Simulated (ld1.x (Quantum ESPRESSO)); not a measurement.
## Transferability test, TM potential for Tl

```
Element                 : thallium (Tl)
Generator               : ld1.x (Quantum ESPRESSO) 7.5
Type                    : norm-conserving Troullier–Martins (Kleinman–Bylander form)
Functional              : LDA (PZ)
Relativity              : scalar-relativistic
Frozen core             : [Xe] 4f14
Valence charge          : 13
Reference configuration : 5d10 6s2 6p1
Partial waves           : 6p (bound): rc 2.70 bohr; 5d (bound): rc 2.00 bohr; 6s (bound): rc 1.65 bohr
Local potential         : the s channel
Core correction         : Bessel-smoothed model core, default radius (core density twice the valence density)
```

Energies are relative to the spin-unpolarised reference configuration 5d10 6s2 6p1; without spin polarisation the order of configurations can differ from experiment. Spin-polarised rows fill each open shell by Hund’s rule, majority spin first. The frozen-core shift is the all-electron ΔE with the core orbitals held at their reference shape minus the fully relaxed ΔE.

Q: Give the all-electron excitation energy and the error of the potential for: 5d10 6s2 6p0; 5d10 6s1 6p0; 5d10 6s0 6p0; 5d10 6s2 6p1.3; 5d9 6s0 6p0; 5d9 6s2 6p1; 5d10 6s0 6p3; 5d10 6s2 6p1 (spin-polarised); 5d10 6s1 6p0 (spin-polarised).

A:

| valence configuration | charge | ΔE all-electron (eV) | error AE − PS (meV) | frozen-core shift (meV) |
| --- | --- | --- | --- | --- |
| 5d10 6s2 6p0 | +1 | 5.409 | -4.5 | +2.5 |
| 5d10 6s1 6p0 | +2 | 26.609 | -16 | +11 |
| 5d10 6s0 6p0 | +3 | 57.209 | -53 | +28 |
| 5d10 6s2 6p1.3 | -0.3 | -0.551 | +0.4 | -0.3 |
| 5d9 6s0 6p0 | +4 | 109.272 | -187 | +168 |
| 5d9 6s2 6p1 | +1 | 21.400 | -65 | +47 |
| 5d10 6s0 6p3 | 0 | 15.397 | -11 | +3.9 |
| 5d10 6s2 6p1 (spin-polarised) | 0 | -0.114 | +0.4 | -0.1 |
| 5d10 6s1 6p0 (spin-polarised) | +2 | 26.424 | -19 | +11 |

Levels in the configuration 5d10 6s2 6p1.3:

```csv
level,all-electron (eV),pseudo (eV)
5d,-13.841,-13.847
6s,-8.131,-8.132
6p,-1.129,-1.129
```

A variational frozen-core shift is positive and of second order in the change. This column holds negative values, so the frozen-core run of ld1.x carries numerical noise or an error of first order here, and the column gives no more than the rough size of the effect.
